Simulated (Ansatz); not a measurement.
```yaml
crystal:
  periodic: [false, false, false]
  atoms:
    - {symbol: O, position_ang: [-0.360770, 1.887202, -1.330700]}
    - {symbol: Sn, position_ang: [-0.105936, 1.017810, 0.363529]}
    - {symbol: N, position_ang: [0.896188, -0.923708, 0.016773]}
    - {symbol: Al, position_ang: [-0.556467, -1.303869, 0.733669]}
    - {symbol: H, position_ang: [-1.058859, 1.262584, -2.061516]}
    - {symbol: H, position_ang: [1.198210, 2.204932, 0.792969]}
    - {symbol: H, position_ang: [1.539563, -1.445406, -0.395079]}
    - {symbol: H, position_ang: [-1.667987, -2.454287, 1.559390]}
basis:
  gaussian: {orbitals: def2-mTZVPP}
hamiltonian: {xc: {name: wPBEh}}
accuracy: high
output: {forces: true}
```

```sh
$ ansatz run in.yaml --threads 2 --pin off --events-out ev --progress --plain --max-ram 4352MiB
```

Shortened log:

```
Functional definition: wPBEh
2619 factors; integrals over basis functions are off by at most 2.0e-8 eV
121 factors; integrals over basis functions are off by at most 2.0e-9 eV
mean field evaluation 1: about -16006.6723 eV, gradient 9.5e1 eV
mean field evaluation 2: about -15860.8960 eV, gradient 2.2e2 eV
mean field evaluation 4: about -16021.5878 eV, gradient 3.4e1 eV
mean field evaluation 8: about -16024.0053 eV, gradient 7.0e-1 eV
mean field evaluation 16: about -16024.1214 eV, gradient 1.6e-4 eV
mean field -16024.12138561 eV, -588.8755993816 hartree, gradient 3.7e-8 eV, S^2 0.000000; 0 other end points of the search recorded, 0 dependent functions left out
reference -16024.12139054 eV, -588.8755995628 hartree; 27, 27 occupied and 99, 99 virtual orbitals, 2619 factors
Total energy: -16024.12139054 eV, -588.8755995628 hartree
Atom 0 at    -0.360770     1.887202    -1.330700 Å, force    -3.816097    -2.247273    -5.255506 eV/Å
Atom 1 at    -0.105936     1.017810     0.363529 Å, force     2.068280     1.761647     0.989417 eV/Å
Atom 2 at     0.896188    -0.923708     0.016773 Å, force    -2.331536     2.599172     1.389028 eV/Å
Atom 3 at    -0.556467    -1.303869     0.733669 Å, force    -3.683590    -3.371723     2.672159 eV/Å
Atom 4 at    -1.058859     1.262584    -2.061516 Å, force     3.377886     3.066500     3.588761 eV/Å
Atom 5 at     1.198210     2.204932     0.792969 Å, force    -0.842334    -0.686525     0.048027 eV/Å
Atom 6 at     1.539563    -1.445406    -0.395079 Å, force     4.005725    -2.229732    -2.416700 eV/Å
Atom 7 at    -1.667987    -2.454287     1.559390 Å, force     1.221667     1.107933    -1.015185 eV/Å
Dipole moment:    -0.292649    -0.447175     0.063834 e Å
```

Run time 13 s (2 threads of an Arm Neoverse V1 on a shared host); peak host memory 0.59 GiB.
